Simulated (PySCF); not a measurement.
Input for PySCF:
```python
from pyscf import gto, scf

mol = gto.M(
    atom='''
F    -1.34911510    0.76193138    0.73463500
C    -0.72029306   -0.26953997    0.17274800
F    -1.49004092   -0.79543900   -0.77739023
C     0.66806880   -0.20957203   -0.11311685
F     1.26684199    0.84583443   -0.83441644
F     1.57745675   -0.54688690    0.89348944
''',
    basis='sto-3g',
    spin=2,
    verbose=3,
)

mf = scf.UHF(mol)
mf.kernel()
g = mf.nuc_grad_method()
grad = g.kernel()
```

Question: What does this run give for the total energy, Mulliken (on the basis functions themselves) charges in atom order, nuclear repulsion energy, dipole moment, number of basis functions?

Answer: 
```
Item                                                                                                                  Result
------------------------------------------------------------------  --------------------------------------------------------
total energy                                                                                                  -466.856942 Ha
Mulliken (on the basis functions themselves) charges in atom order  F1 -0.12, C2 0.26, F3 -0.13, C4 0.23, F5 -0.12, F6 -0.12
nuclear repulsion energy                                                                                         236.3023 Eh
dipole moment                                                                                                         0.44 D
number of basis functions                                                                                                 30
```

These values belong to the state on which the SCF converged, which isn't shown to be the lowest.
